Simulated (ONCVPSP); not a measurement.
## Potentials for Be compared

Generated with ld1.x 7.5 (TM, RRKJ, ultrasoft, PAW), atompaw 4.2 or ONCVPSP 4.0.1. The cutoff is in Ry: for ld1.x and atompaw files where the sum of valence levels is converged to 10 mRy in a Bessel basis, for ONCV files where the hardest occupied wave has 1 mHa per electron of residual kinetic energy. The error is the largest all-electron minus pseudo excitation energy over each file’s own four to seven test configurations (ionisations up to +4, promotions, holes and added fractions of an electron), all of which were solved. The labels leave out finer settings (local radius, basis sizes, second energies), which also bear on the numbers. Spin-polarised tests are not counted. The rows are a selection from randomly drawn settings: files with unsolved tests, undetermined cutoffs or missed reference levels are left out.

A true bound ghost makes a file unfit for plane-wave use even where its test errors are small: the radial tests pick states by their node count and pass the ghost by.

```tsv
potential	cutoff (Ry)	largest error (meV)	bound ghosts
ONCV, PBE, scalar-relativistic, rc 0.40/0.40 (sp), local smoothed, core correction no, reference 1s2, qcut 28.8/24.6, projectors 2/2	533	+1.0	s
ONCV, Wu-Cohen, fully relativistic, rc 2.05/3.60/3.65 (spd), local smoothed, core correction yes, reference 2s1 2p1, qcut 3.5/4.7/3.1, projectors 2/2/2	10	+33	none
ONCV, PBEsol, scalar-relativistic, rc 0.75/3.25/2.85 (spd), local smoothed, core correction no, reference 1s2 2s1.75 2p0.25, qcut 13.2/3.5/3.3, projectors 2/3/2	159	+31	d
ONCV, PBEsol, scalar-relativistic, rc 1.50/3.45/2.90 (spd), local s, core correction no, reference 2s1.5 2p0.5, qcut 4.9/3.3/3.7, projectors 0/2/2	13	-36	none
ONCV, PBE, non-relativistic, rc 0.85/4.00 (sp), local smoothed, core correction no, reference 1s2 2s1.5 2p0.5, qcut 13/3.4, projectors 2/1	138	+111	none
```

Task: Fill in the row for Be: ONCV, PBE, scalar-relativistic, rc 0.85/4.00/3.80 (spd), local smoothed, core correction no, reference 1s2 2s1 2p1, qcut 17/3.9/2.3, projectors 2/1/2.

Result: cutoff 198 Ry, largest error +1211 meV, bound ghosts: none.

Task: Fill in the row for Be: ONCV, PBE, fully relativistic, rc 0.75/0.55/0.60 (spd), local smoothed, core correction no, reference 1s2 2s2, qcut 21/12.3/15.3, projectors 2/2/2.

Result: cutoff 245 Ry, largest error +571 meV, bound ghosts: none.
